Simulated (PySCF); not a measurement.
**Shapes and spin states of RuBr2**

All numbers come from PBE in PySCF with Ru def2-SVP with ECP28, Br def2-SVP; scalar-relativistic core potentials, no spin–orbit coupling; density-fitted integrals.

Relaxations began from a few typed shapes and spin states; open shells are unrestricted. The search is not exhaustive: other isomers or separated fragments can lie lower, and high-lying points may rest on an excited occupation.

| spin | group | bonds | angles | imaginary modes (cm⁻¹) | ΔE (kJ/mol) | ΔE with ZPE (kJ/mol) |
| --- | --- | --- | --- | --- | --- | --- |
| quintet | D∞h | Ru–Br 2.387 Å (×2) | Br–Ru–Br 180.0° | none | 0.0 | 0.0 |
| triplet | C2v | Ru–Br 2.332 Å (×2) | Br–Ru–Br 115.1° | none | 75.9 | 76.0 |

The lowest minimum found is the quintet D∞h: Ru–Br 2.387 Å (×2); Br–Ru–Br 180.0°.

Formally Ru is in oxidation state +2, d6, with 4 unpaired electrons (the high-spin count). The Mulliken spin on Ru is 3.40. The polar-tensor charge on Ru, 0.91, is far below the formal one.

For the lowest minimum: other spin states or occupations of the open shell can lie lower.
